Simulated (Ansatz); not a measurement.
SbH2Et (C2H7Sb), 10 atoms. Hardware: 2 threads of Arm Neoverse V2 on a shared host.

In the def2 sets Sb takes a core potential; there is no spin–orbit coupling. Correlated methods freeze 6 core orbitals; core or outer-core shells of Sb are correlated, in sets that lack core-valence functions.

(1) How many basis functions does each of these Ansatz runs have, and roughly what does it cost? RPA@PBE/def2-TZVP, charge 0 singlet, energy, from earlier orbitals; PBE-D4/def2-TZVP, charge 0 singlet, energy and forces, from earlier orbitals; r2SCAN-D4/def2-TZVP, charge 0 singlet, energy, from earlier orbitals; PBE-D4/def2-SVP, charge 0 singlet, energy, from earlier orbitals; B2PLYP/def2-TZVP, charge 0 singlet, energy, from earlier orbitals; PBE0-D4/def2-SVP, charge 0 singlet, energy with a search over starts; PBE0-D4/def2-TZVP, charge 0 singlet, energy, from earlier orbitals; r2SCAN0-D4/def2-TZVP, charge 0 singlet, energy, from earlier orbitals; PBE0-D4/def2-SVP, charge 0 singlet, energy, from earlier orbitals; CCSD(T)/def2-TZVP, charge 0 singlet, energy, from earlier orbitals; B97M-V/def2-TZVP, charge 0 singlet, energy, from earlier orbitals; PBE0-D4/def2-SVP, charge 0 singlet, relaxation, 8 steps.

Results:

(1) Other jobs shared the machine, so times can vary by a factor of up to 3. A dash marks memory too small to be measured apart from the calling script's.

```json
{"run": "PBE-D4/def2-SVP, charge 0 singlet, energy, from earlier orbitals", "functions": "89", "fitting or Cholesky vectors": "1038", "wall time": "0.95 s", "peak host memory (GiB)": "–"}
{"run": "PBE0-D4/def2-SVP, charge 0 singlet, energy, from earlier orbitals", "functions": "89", "fitting or Cholesky vectors": "1084", "wall time": "1.1 s", "peak host memory (GiB)": "–"}
{"run": "PBE0-D4/def2-SVP, charge 0 singlet, energy with a search over starts", "functions": "89", "fitting or Cholesky vectors": "1084", "wall time": "1.8 s", "peak host memory (GiB)": "–"}
{"run": "PBE-D4/def2-TZVP, charge 0 singlet, energy and forces, from earlier orbitals", "functions": "154", "fitting or Cholesky vectors": "1051", "wall time": "2.1 s", "peak host memory (GiB)": "–"}
{"run": "PBE0-D4/def2-TZVP, charge 0 singlet, energy, from earlier orbitals", "functions": "154", "fitting or Cholesky vectors": "1109", "wall time": "2.3 s", "peak host memory (GiB)": "–"}
{"run": "r2SCAN-D4/def2-TZVP, charge 0 singlet, energy, from earlier orbitals", "functions": "154", "fitting or Cholesky vectors": "1051", "wall time": "3.7 s", "peak host memory (GiB)": "–"}
{"run": "r2SCAN0-D4/def2-TZVP, charge 0 singlet, energy, from earlier orbitals", "functions": "154", "fitting or Cholesky vectors": "1109", "wall time": "3.9 s", "peak host memory (GiB)": "–"}
{"run": "RPA@PBE/def2-TZVP, charge 0 singlet, energy, from earlier orbitals", "functions": "154", "fitting or Cholesky vectors": "1204", "wall time": "4 s", "peak host memory (GiB)": "–"}
{"run": "B2PLYP/def2-TZVP, charge 0 singlet, energy, from earlier orbitals", "functions": "154", "fitting or Cholesky vectors": "1204", "wall time": "4 s", "peak host memory (GiB)": "–"}
{"run": "B97M-V/def2-TZVP, charge 0 singlet, energy, from earlier orbitals", "functions": "154", "fitting or Cholesky vectors": "1051", "wall time": "9 s", "peak host memory (GiB)": "–"}
{"run": "PBE0-D4/def2-SVP, charge 0 singlet, relaxation, 8 steps", "functions": "89", "fitting or Cholesky vectors": "1083", "wall time": "17 s", "peak host memory (GiB)": "–"}
{"run": "CCSD(T)/def2-TZVP, charge 0 singlet, energy, from earlier orbitals", "functions": "154", "fitting or Cholesky vectors": "1204", "wall time": "40 s", "peak host memory (GiB)": "1.3"}
```
